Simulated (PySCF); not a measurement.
Ligands exchanged one at a time, Al Br-CH3. Gas-phase values, no solvent. Strings in code marks are SMILES.

The numbers are results of ωB97X-D3(BJ)/def2-TZVP // B3LYP-D3(BJ)/def2-TZVP (PySCF 2.14.0), not measurements. 

```json
[
 {"species": "0 of 3 Br replaced by CH3 (`[Br][Al]([Br])[Br]`)", "dipole moment (D)": "0.00", "HOMO–LUMO gap (eV)": "11.40"},
 {"species": "1 of 3 Br replaced by CH3 (`[CH3][Al]([Br])[Br]`)", "dipole moment (D)": "[?]", "HOMO–LUMO gap (eV)": "[?]"},
 {"species": "2 of 3 Br replaced by CH3", "dipole moment (D)": "2.24", "HOMO–LUMO gap (eV)": "11.26"},
 {"species": "3 of 3 Br replaced by CH3 (`[CH3][Al]([CH3])[CH3]`)", "dipole moment (D)": "0.00", "HOMO–LUMO gap (eV)": "11.49"}
]
```

Task: What belongs in the gaps?

Result: 
- 1 of 3 Br replaced by CH3 (`[CH3][Al]([Br])[Br]`), dipole moment (D): 1.98
- 1 of 3 Br replaced by CH3 (`[CH3][Al]([Br])[Br]`), HOMO–LUMO gap (eV): 11.57
